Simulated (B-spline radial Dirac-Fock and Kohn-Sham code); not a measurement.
**Kohn-Sham estimates against Dirac-Fock for the levels of Dy³³⁺**

System: the Dy³³⁺ ion in the configuration [Ar] 3d10 4s2 4p3.

The density-functional columns are spherical, spin-unpolarised Dirac-Kohn-Sham results without Breit or QED terms: −ε is minus the orbital energy of the initial state and ΔSCF the difference of two total energies. The reference in the last column comes from Dirac-Fock ΔSCF + Breit + QED. All numbers are from an atomic code on a B-spline grid, in eV; a selection of levels is shown. The Kohn-Sham columns are given as differences from the reference. For the 1s level of heavy atoms much of the gap between ΔSCF and the reference is the Breit and QED part, -239.2 eV here; for other levels the error of the functional can be larger.

```
     level  LDA −ε − DF  LDA ΔSCF − DF  Dirac-Fock
    K (1s)       -276.2         +226.3     55133.7
   L1 (2s)       -169.3          -57.7     10384.2
L3 (2p3/2)       -136.8          -13.3      9122.8
   M1 (3s)        -92.5          -45.2      3319.4
M3 (3p3/2)        -74.2          -27.2      2944.6
M4 (3d3/2)        -52.3           +0.6      2608.8
M5 (3d5/2)        -53.2           -1.1      2571.7
   N1 (4s)        -22.5           +1.7      1503.4
 N2,3 (4p)        -19.5           +4.2      1388.0
```

Values without a named source are computed, but for edge energies of neutral atoms, which are taken from tables.
